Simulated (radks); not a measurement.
These are the eigenvalues of the occupied orbitals of an atom or ion with whole-number occupations (eV). Calculated with a radial shooting solver on a logarithmic mesh with Libxc functionals: Dirac Kohn-Sham, relativistic LDA (MacDonald-Vosko exchange, VWN5 correlation), spin-unpolarised, spherical densities, finite nucleus; Fermi nuclear charge, rms radius of each element as measured or else 0.836 A^(1/3) + 0.57 fm.

orbital  eigenvalue
1s1/2     -41577.85
2s1/2     -6750.586
2p1/2     -6391.301
2p3/2     -5914.340
3s1/2     -1511.289
3p1/2     -1357.013
3p3/2     -1262.536
3d3/2     -990.8518
3d5/2     -970.4063
4s1/2     -351.6749
4p1/2     -293.4313
4p3/2     -272.3764
4d3/2     -175.7897
4d5/2     -171.9832
5s1/2      -87.9858
5p1/2      -70.2139
5p3/2      -66.3480
6s1/2      -32.7544

Which element is it, and in what charge state? The configuration may be excited. Open shells, if any, fill j = l - 1/2 first.

Answer. Z = 59, praseodymium, charge +4: Pr4+ in [Xe] 6s1. The list shows which subshells hold electrons but not how many an open one holds; the 1s level, -1528 hartree, gives Z - s = 55.3 by -(Z - s)^2/2, which with screening and relativity narrows Z to a few neighbours, and the depths of the outer levels then fix element, charge and occupations together.
